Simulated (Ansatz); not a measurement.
Molecule: CH$_{3}$AlBr$_{2}$O, charge 0, multiplicity 1. SMILES: C[O][Al]([Br])[Br]
Structure (B3LYP-D3(BJ)/def2-TZVP (Ansatz, a first-principles code) minimum search):
```xyz
8

C     -3.1326    -0.6267     0.2400
O     -2.0496     0.2416    -0.0232
Al    -0.3858     0.1167    -0.0241
Br     0.8366     1.9165    -0.5478
Br     0.6063    -1.8347     0.4944
H     -2.7969    -1.6319     0.5108
H     -3.7658    -0.6965    -0.6471
H     -3.7294    -0.2241     1.0612
```

Wanted: atomisation energy (electronic, to ground-state atoms), in kcal/mol. Valence correlation only, unless marked. UHF or UKS for open shells. Spin-orbit coupling is left out. The frozen core is the preceding noble-gas configuration, with the filled d and f shells of earlier blocks. Non-relativistic. The coupled-cluster limit lacks core correlation, which all-electron functionals hold. CBS marks a two-point X^-3 extrapolation of the correlation energy; Hartree-Fock from the larger set.

```
level                          program  atomisation energy (kcal/mol)
----------------------  --------------  -----------------------------
SVWN5/def2-TZVPD                Ansatz                          776.5
PBE0-D3(BJ)/def2-TZVPD  Ansatz + dftd3                          680.6
wB97X-V/def2-TZVPD              Ansatz                          682.7
MP2/def2-TZVPP                  Ansatz                          683.8
```

Question: Estimate the value at CCSD(T)/CBS(def2-TZVPPD,def2-QZVPPD) as computed with Ansatz.

Answer: 684.8 kcal/mol
